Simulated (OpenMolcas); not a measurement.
# Si I: effect of the level shift or regulariser

- Program: OpenMolcas
- Basis: ANO-RCC-VQZP [6s5p3d2f1g]
- Scalar Hamiltonian: DKH2, point nucleus
- Active space: 4 electrons in 9 orbitals (RAS2 3s 3p; RAS3 3d, at most 2 electrons)
- State averaging: 2S+1 = 3 even, 3 roots; 2S+1 = 1 even, 6 roots; 2S+1 = 5 odd, 1 root; 2S+1 = 3 odd, 8 roots; 2S+1 = 1 odd, 5 roots
- Spin-orbit coupling: RASSI with atomic mean-field integrals over the reference wave functions, term energies averaged over their components

Methods on the same reference wave functions:
A. RASSCF
B. SS-RASPT2, IPEA 0.25 Eh, imaginary shift 0.1 Eh (closed shells correlated: 2s 2p)
C. SS-RASPT2, IPEA 0.25 Eh, real shift 0.2 Eh (closed shells correlated: 2s 2p)

Energies in cm-1 above 3s2 3p2 3P0, the measured ground level; measured values from NIST Handbook of Basic Atomic Spectroscopic Data.

| Level | A | B | C | Measured |
| --- | --- | --- | --- | --- |
| 3s2 3p2 3P0 | 0.0 | 0.0 | 0.0 | 0.0 |
| 3s2 3p2 3P1 | 66.8 | 67.2 | 67.2 | 77.1 |
| 3s2 3p2 3P2 | 196 | 196 | 196 | 223 |
| 3s2 3p2 1D2 | 8692 | 6230 | 6290 | 6299 |
| 3s2 3p2 1S0 | 19434 | 15480 | 15670 | 15394 |
| 3s 3p3 5S* 2 | 29114 | 31850 | 31840 | 33326 |
| 3s 3p3 3D* 1 | 46532 | 45480 | 45580 |  |
| 3s 3p3 3D* 2 | 46539 | 45490 | 45590 |  |
| 3s 3p3 3D* 3 | 46552 | 45500 | 45600 | 45322 |

Deviations, from unrounded energies. A percentage is the sum of absolute deviations over the sum of measured energies, with the sign that they share, or ± where signs differ.

```
                        Against measurement  Levels      A      B      C
             mean absolute deviation (cm-1)       6   2000    310    350
      fine structure of the ground term (%)       2  -12.5  -12.4  -12.4
other terms of the ground configuration (%)       2  +29.7   ±0.7   ±1.3
                   other configurations (%)       2   ±6.9   ±2.1   ±2.2
```

B lies closest to measurement on these levels and A furthest from it. The largest miss of B in the table is 3s 3p3 5S* 2, by -1500 cm-1. The ranking rests on the paired levels alone, and a cruder setting can come out closer through cancelling errors.

Between B and C the level of the table that moves most is 3s2 3p2 1S0, by 180 cm-1 (lowest in B, highest in C). Moves below CASPT2's spread within the term are not significant.

From A to B the spin-free energies of the other terms of 3s2 3p2 shown, above 3P, scale by factors of 0.71 to 0.80.

The lowest spin-free term lies below A's lowest term by 0.074 hartree in B, 0.074 hartree in C.

Term energies are means over components that CASPT2 splits; among the terms shown or strongly mixed into the levels shown the widest spread is 19 cm-1 (3s2 3p2 1D, B). Over all roots computed the reference weight is 0.89 to 0.99 in C; the roots of lowest weight are the least certain, and an intruder state may touch them. The run also gave levels led by 3s2 3p 3d, which use shells meant for correlation; these and all levels above them are left out. Some terms mix strongly with configurations of 3d, whose occupation reaches 0.32 (3s 3p3 3D*) (figures for A; the like holds for B, C). Without dynamic correlation excited terms often stand tens of per cent too high (terms of higher spin than the ground term too low), and those without a measured partner can miss by more than the paired ones (holds for A). Configurations are named by rounded mean occupations; where the s occupation lies near a half they are strongly mixed, a name can repeat and a true partner stay unpaired (holds for C). Measured partners are found by configuration, term and J. A level has none where our copy of the source lacks it or the pairing is in doubt (some pairs that miss far off the trend of their configuration count as doubtful), and it then counts in no deviation. Only configurations of the active space appear. The table leaves out levels that lie high or whose names do not pair safely across all columns.

* marks odd parity.
